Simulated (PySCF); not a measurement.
Running PySCF for F3Se⁻

The script input.py:

```python
from pyscf import gto, dft

mol = gto.M(
    atom='Se 0.1287 0.215 -0.1298; F 1.7335 -0.8599 -0.0557; F -1.5868 1.105 -0.0924; F -0.6905 -1.1539 0.6968',
    basis='ano-rcc-vdzp',
    charge=-1,
    spin=0,
    verbose=4,
)
mf = dft.RKS(mol, xc='pbe0')
mf = mf.sfx2c1e()
mf.kernel()
mf.dip_moment()
print('orbital energies (hartree):', mf.mo_energy[..., max(0, mol.nelec[1]-3):mol.nelec[0]+3].round(4))
```

```bash
$ OMP_NUM_THREADS=1 python input.py
```

It prints (some set-up lines and the per-cycle HOMO/LUMO lines with their warnings removed):

```
PySCF version 2.14.0

[INPUT] Symbol           X                Y                Z      unit          X                Y                Z       unit  Magmom
[INPUT]  1 Se     0.128700000000   0.215000000000  -0.129800000000 AA    0.243207752232   0.406291116781  -0.245286450969 Bohr   0.0
[INPUT]  2 F      1.733500000000  -0.859900000000  -0.055700000000 AA    3.275840236934  -1.624975494513  -0.105257745138 Bohr   0.0
[INPUT]  3 F     -1.586800000000   1.105000000000  -0.092400000000 AA   -2.998617414460   2.088147367644  -0.174610693910 Bohr   0.0
[INPUT]  4 F     -0.690500000000  -1.153900000000   0.696800000000 AA   -1.304855889012  -2.180554975136   1.316761163597 Bohr   0.0

nuclear repulsion = 302.327781442666
number of shells = 12
number of NR pGTOs = 309
number of NR cGTOs = 69
basis = ano-rcc-vdzp
ecp = {}

******** <class 'pyscf.x2c.sfx2c1e.sfX2C1eRKS'> ********
method = sfX2C1eRKS
initial guess = minao
damping factor = 0
level_shift factor = 0
DIIS = <class 'pyscf.scf.diis.CDIIS'>
SCF conv_tol = 1e-09
SCF max_cycles = 50
XC functionals = pbe0

grids dens level: 3

******** <class 'pyscf.x2c.sfx2c1e.SpinFreeX2CHelper'> ********
approx = 1e
xuncontract = 1
Initial guess from minao.
tot grids = 63216
init E= -2729.24704000295
cycle= 1 E= -2729.12851307335  delta_E= 0.119  |g|= 0.945  |ddm|= 2.75
cycle= 2 E= -2728.63668474877  delta_E= 0.492  |g|= 1.88  |ddm|= 1.94
cycle= 3 E= -2729.30535636361  delta_E= -0.669  |g|= 0.0657  |ddm|= 1.34
cycle= 4 E= -2729.30546469446  delta_E= -0.000108  |g|= 0.0664  |ddm|= 0.105
cycle= 5 E= -2729.30624172151  delta_E= -0.000777  |g|= 0.0138  |ddm|= 0.0529
cycle= 6 E= -2729.3062898145  delta_E= -4.81e-05  |g|= 0.00155  |ddm|= 0.0169
cycle= 7 E= -2729.30629027474  delta_E= -4.6e-07  |g|= 0.000197  |ddm|= 0.00128
cycle= 8 E= -2729.30629028748  delta_E= -1.27e-08  |g|= 7.8e-05  |ddm|= 0.000475
cycle= 9 E= -2729.3062902891  delta_E= -1.62e-09  |g|= 2.82e-05  |ddm|= 0.000105
cycle= 10 E= -2729.30629028919  delta_E= -8.82e-11  |g|= 2.05e-05  |ddm|= 4.07e-05
Extra cycle  E= -2729.30629028891  delta_E= 2.76e-10  |g|= 4.32e-05  |ddm|= 5.36e-05
converged SCF energy = -2729.30629028891
Dipole moment(X, Y, Z, Debye):  0.75772,  1.26557, -0.76410
orbital energies (hartree): [-0.1724 -0.1421 -0.0389  0.1325  0.2007  0.3668]
```

In short: E(SCF) = -2729.306290 Eh, 10 cycles.

Run time: 22 s on 1 thread of Arm Neoverse N1 (shared host).

The basis has no diffuse functions, which an anion needs. The dipole of an ion depends on the origin.
